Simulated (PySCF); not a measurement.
The numbers are results of PBE-D3(BJ)/def2-TZVP // M06-2X/def2-TZVP (PySCF), not measurements. Gas-phase values, no solvent. One relaxed conformer stands for a flexible species; it need not be the lowest. Excitations are Tamm–Dancoff values on a coarser integration grid. The basis has no diffuse functions, so Rydberg states are missing or too high.

Reference species (SMILES): `BC/C=C\C` (neutral, multiplicity 1).

```json
{
  "S1–T1 gap (TDA)": "0.17 eV",
  "S1 excitation (TDA)": "3.92 eV"
}
```

Changed species: `C(/C=C\B)C`.

Task: What does the change do to the S1–T1 gap (TDA) and S1 excitation (TDA)?

Result: the S1–T1 gap (TDA) rises by 1.00 eV, to 1.17 eV; the S1 excitation (TDA) increases by 0.64 eV, to 4.56 eV.
